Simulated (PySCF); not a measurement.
CH11ClSi4, SMILES [SiH3][SiH]([SiH3])C[SiH2]Cl.

Geometry: PBE0-D3(BJ)/def2-SVP. The structure was generated by enumeration, and PubChem lists no compound with its InChIKey, so it may never have been made. One conformer was computed; it need not be the lowest.

Two levels are set side by side: PBE/def2-TZVP (PySCF) and B3LYP/def2-TZVP (PySCF). Same geometry, gas phase. Differences are taken from unrounded values.

```csv
quantity,B3LYP,PBE,PBE minus B3LYP
orbital gap (eV),6.96,5.43,-1.53
highest occupied level (eV),-7.55,-6.68,0.87
lowest empty level (eV),-0.58,-1.25,-0.67
dipole moment (D),1.65,1.61,-0.04
```

PBE's occupied levels lie high since its potential decays too fast outside the molecule; exact exchange lowers them and widens the gap. Differences between two approximate levels are no errors against the true value.

Rough cost on one machine, each run with all the roots and properties that it gave: B3LYP against PBE within a factor of 2.
